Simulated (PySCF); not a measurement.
Ga(Cl)3 anion (Cl3Ga), SMILES [Cl][Ga]([Cl])[Cl] (connectivity only; charge and spin as stated), charge -1, multiplicity 2. Geometry: PBE0-D3(BJ)/def2-SVPD. The multiplicity is an assumed one; other spin states were not compared. The isomer is the one that the SMILES or the coordinates give; other isomers of the formula were not compared.

These are PBE0-D3(BJ)/def2-SVPD (PySCF 2.14.0) values and carry that method's errors.

Harmonic wavenumbers (cm⁻¹): 101, 101, 132, 302, 321, 321. Rotational constants (GHz): 1.877, 1.877, 1.050; symmetry number 3.

Question: Work out the zero-point energy and the ideal-gas rigid-rotor harmonic-oscillator thermochemistry at 298.15 K and 1 atm.

Answer: ZPE = ½ Σ hcν = ½ × 1278 cm⁻¹ = 7.65 kJ/mol. H − E(el) = 26.35 kJ/mol. Entropy in J/(mol K): translation 173.24, rotation 111.59, vibration 57.74, spin 5.76, total 348.33. G − E(el) = -77.50 kJ/mol. Cp = 78.25 J/(mol K). Modes under 150 cm⁻¹ make the vibrational entropy uncertain.
